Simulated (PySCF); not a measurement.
**Spin-rotation constants: `InChI=1S/C6H9BN2/c1-2-7-9-6-4-3-5-8/h1,3-4H,6-7,9H2/b4-3-`**

Geometry:
| atom | x (Å) | y (Å) | z (Å) |
| --- | --- | --- | --- |
| C1 | 3.983 | -1.417 | -0.490 |
| C2 | 3.012 | -0.745 | -0.710 |
| B3 | 1.754 | 0.125 | -0.970 |
| N4 | 0.634 | -0.481 | 0.100 |
| C5 | -0.644 | 0.225 | 0.102 |
| C6 | -1.582 | -0.269 | 1.156 |
| C7 | -2.902 | -0.376 | 1.009 |
| C8 | -3.573 | -0.054 | -0.189 |
| N9 | -4.134 | 0.198 | -1.156 |
| H10 | 4.843 | -1.999 | -0.314 |
| H11 | 1.291 | -0.025 | -2.058 |
| H12 | 1.906 | 1.269 | -0.663 |
| H13 | 0.515 | -1.461 | -0.143 |
| H14 | 1.083 | -0.431 | 1.011 |
| H15 | -0.428 | 1.286 | 0.276 |
| H16 | -1.092 | 0.145 | -0.892 |
| H17 | -1.134 | -0.531 | 2.107 |
| H18 | -3.541 | -0.716 | 1.813 |

Computed, not measured: PySCF, GIAO B3LYP/pcSseg-1 magnetisability, rotational g tensor and spin-rotation constants, non-relativistic, gas phase. Geometry: GFN2-xTB.

(1) Give the nuclear spin-rotation constants along the inertial axes (H = +C I·J) beside the isotropic shieldings.

## Answers

(1) Rotational constants 5.1560, 0.5411, 0.5094 GHz. A star marks the isotopologue with that one atom substituted, in its own axes.
| atom | isotope | Caa (kHz) | Cbb (kHz) | Ccc (kHz) | mean (kHz) | σ (ppm) |
| --- | --- | --- | --- | --- | --- | --- |
| B3 | 11B | 0.835 | 0.088 | 0.088 | 0.337 | 118.9 |
| N4 | 14N | 0.278 | 0.032 | 0.034 | 0.115 | 188.9 |
| N9 | 14N | 1.024 | 0.049 | 0.121 | 0.398 | -72.5 |
| H10 | 1H | -0.061 | -0.053 | -0.049 | -0.054 | 30.1 |
| H11 | 1H | -0.430 | 0.007 | -0.040 | -0.154 | 29.3 |
| H12 | 1H | -0.484 | -0.051 | 0.020 | -0.172 | 29.3 |
| H13 | 1H | -0.589 | -0.070 | 0.015 | -0.215 | 28.8 |
| H14 | 1H | -0.473 | -0.005 | -0.059 | -0.179 | 28.9 |
| H15 | 1H | -0.560 | -0.058 | 0.022 | -0.199 | 28.0 |
| H16 | 1H | -0.466 | 0.013 | -0.050 | -0.168 | 27.6 |
| H17 | 1H | -0.426 | 0.043 | -0.065 | -0.149 | 25.5 |
| H18 | 1H | -0.246 | 0.005 | -0.055 | -0.099 | 26.3 |
| C1 | 13C* | 0.749 | 0.173 | 0.160 | 0.361 | 90.3 |
| C2 | 13C* | 0.542 | 0.198 | 0.181 | 0.307 | 81.4 |
| C5 | 13C* | 0.946 | 0.112 | 0.104 | 0.387 | 131.0 |
| C6 | 13C* | 1.832 | 0.299 | 0.091 | 0.741 | 22.8 |
| C7 | 13C* | 1.343 | 0.240 | 0.077 | 0.553 | 72.8 |
| C8 | 13C* | 1.896 | 0.045 | 0.228 | 0.723 | 64.2 |

For the geometry as given, no vibrational averaging.
